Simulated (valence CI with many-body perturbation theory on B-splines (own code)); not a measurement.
Questions on Ba VIII

Level of theory: relativistic CI+MBPT: three valence electrons over a frozen Dirac-Fock core [Kr] 4d10, a basis of 7 s, 7 p, 7 d, 7 f, 4 g, 2 h functions for each j, with the one-electron correlation potential Σ1, the two-electron term Σ2, the three-electron term Σ3, Breit, model QED; selected CI, second order for the rest, scaled by the run's own slope (own B-spline code, finite nucleus).

Set against measurement, 28 paired levels are off by 443 cm⁻¹ on average, the worst by 1130. These come from a selection out of Sansonetti and Curry, J. Phys. Chem. Ref. Data 39, 043103 (2010). Levels without a partner in it may be off by more, other configurations by several thousand cm⁻¹. 2 measured levels below the end of the list, from 249919 cm⁻¹ on, found no clear computed partner, and computed levels of the same name lie up to 8909 cm⁻¹ from them.

Rates and lifetimes use the calculated energies. Strong lines usually hold to 10 to 20 %, long lifetimes can be off by a factor of two.

**Question.** What is the ground level?

**Answer.** 5s2.5p 2P°_1/2, composition 98 % 5s2.5p 2P°, g = 0.665.

**Question.** Among levels below 294290 cm⁻¹, which E1 lines absorb most strongly from the ground level?

**Answer.** to 5s2.5d 2D_3/2 at 43.30 nm, f = 1.08; to 5s.5p2 2P_1/2 at 57.15 nm, f = 0.594; to 5s.5p2 2D_3/2 at 63.42 nm, f = 0.287.

**Question.** How is the term 2P° of the ground level split?

**Answer.** J = 1/2 at 0.0, J = 3/2 at 23596 cm⁻¹.

**Question.** Name the longest-lived excited levels whose lifetime is computed, and their main decay.

**Answer.** 5s2.5p 2P°_3/2 at 23596 cm⁻¹ lives 8.36 ms, mostly by M1 to 5s2.5p 2P°_1/2; 4f.5s2 2F°_7/2 at 139040 cm⁻¹ lives 586 μs, mostly by E2 to 5s2.5p 2P°_3/2; 4f.5s.5p 4D_1/2 at 275360 cm⁻¹ lives 9.72 μs, mostly by E1 to 5s2.5p 2P°_1/2. The lifetime of 4f.5s2 2F°_5/2 is too uncertain to give, and may be longer. The lifetime of 4f.5s.5p 4G_11/2 is too uncertain to give, and may be longer.

**Question.** How well does LS coupling describe the low levels?

**Answer.** Among the lowest 20 levels the leading LS term, summed over configurations, holds 81 % on average. For single configurations the figures are 78 % in LS and 78 % in jj coupling. Terms mix most in the J = 5/2 level at 250730 cm⁻¹, where the leading one holds 48 %.
